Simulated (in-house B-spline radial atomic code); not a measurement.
How numerical settings move a run on Xe+, [Kr] 4d10 5s2 5p5. Computed with a B-spline radial code for spherical atoms: non-relativistic r2SCAN0, spin-polarised, spherical fractional occupations, point nucleus.

Command:
```bash
python run_scf.py task.json out
```
Settings of the sound reference run:
```
Z                54
electrons        53
configuration    [Kr] 4d10 5s2 5p5
hamiltonian      nr
method           r2scan0
spin_polarised   True
knot_spacing     0.22
spline_order     8
gauss_points     12
box_radius       35.29
max_iterations   70
damping          0.5
damped_steps     3
diis_vectors     10
tolerance        1e-08
start            Thomas-Fermi
```

Cost of the run: 0.38 s on 1 thread of Arm Neoverse V1 (shared host).

It converges in 9 iterations to -7234.372701 hartree, with 5p down at -17.2709 eV. The other runs change the listed settings, some to values that make no sense; their results aren't properties of the atom or ion. Radii are in bohr (the nuclear one in fm), a minus after a letter asks for a j subshell, and «unchanged» means within 1e-8 hartree. The run stops when the residual is below 10 × tolerance × max(1, Z/10), or a noise floor if that is larger, and the energy moves by less than 1e-8 × √|E| hartree; so very loose and very tight tolerances often act alike.

| changed settings | outcome |
| --- | --- |
| knot_spacing = 0.55 | converged in 9 iterations, energy +5.55e-01 hartree from the reference, 5p down level -1.2e-03 eV |
| knot_spacing = 2 | converged in 7 iterations, energy +8.71e+02 hartree from the reference, 5p down level -6.0e+00 eV (the program warns: 5p down reaches the box edge; 2p up reaches the box edge) |
| knot_spacing = 0.75, spline_order = 3, box_radius = 1.41, first_knot = 1.85e-05, max_iterations = 75 | converged in 5 iterations, energy +1.11e+02 hartree from the reference, 5p down level +3.3e+02 eV (the program warns: 5p down has a positive eigenvalue: unbound, held by the box; 4d up has a positive eigenvalue: unbound, held by the box) |
| spline_order = 3, gauss_points = 3, max_iterations = 75, damped_steps = 8, tolerance = 1e-06 | converged in 8 iterations, energy +2.45e-01 hartree from the reference, 5p down level -5.8e-04 eV |
| tolerance = 1e-13 | converged in 9 iterations, energy unchanged |
| electrons = 54, configuration = [Kr] 4d10 5s2 5p5 6s-1, max_iterations = 50 | stopped with error: j subshells need the Dirac Hamiltonian and l > 0 |
| hamiltonian = dirac, method = tpss,tpss, spin_polarised = False, nucleus = fermi, rms_radius = 4.7859, mass_number = 132, atomic_mass = 131.9042, speed_of_light = 137.036 | stopped with error: meta-GGAs are not served with the Dirac Hamiltonian |
| knot_spacing = 0.75 | converged in 9 iterations, energy +1.49e+01 hartree from the reference, 5p down level -2.8e-01 eV (the program warns: 3s up reaches the box edge; 3s down reaches the box edge) |
| knot_spacing = 1 | converged in 9 iterations, energy +2.43e+01 hartree from the reference, 5p down level -2.3e-01 eV |
| knot_spacing = 0.3 | converged in 9 iterations, energy +2.87e-04 hartree from the reference, 5p down level +6.9e-05 eV |
| knot_spacing = 1.4 | converged in 8 iterations, energy +5.52e+02 hartree from the reference, 5p down level -1.8e+00 eV (the program warns: 5p down reaches the box edge; 2s up reaches the box edge) |
| electrons = 61, configuration = [Kr] 4d10 5s2 5p5 7s2 7p6, max_iterations = 75 | not converged after 75 iterations, last residual 1.4e-02 |
| max_iterations = 8 | not converged after 8 iterations, last residual 2.5e-06, last energy +4.00e-10 hartree from the reference |
| max_iterations = 5 | not converged after 5 iterations, last residual 8.1e-05, last energy +1.76e-07 hartree from the reference |
| knot_spacing = 0.75, max_iterations = 5, damped_steps = 8, start = bare nucleus | not converged after 5 iterations, last residual 5.7e-04, last energy +1.49e+01 hartree from the reference |

**Question.** What happens with spline_order = 6, box_radius = 5.29, max_iterations = 2, diis_vectors = 0?

**Answer.** Not converged after 2 iterations, last residual 2.1e-03, last energy +2.37e-02 hartree from the reference.

**Question.** What happens with knot_spacing = 0.4?

**Answer.** Converged in 9 iterations, energy +4.63e-03 hartree from the reference, 5p down level +2.8e-04 eV.

**Question.** What happens with max_iterations = 2?

**Answer.** Not converged after 2 iterations, last residual 2.0e-03, last energy +8.22e-05 hartree from the reference.

**Question.** What happens with box_radius = 7.06, max_iterations = 5, damped_steps = 30, tolerance = 0.01?

**Answer.** Not converged after 5 iterations, last residual 2.3e-04, last energy +7.01e-04 hartree from the reference.
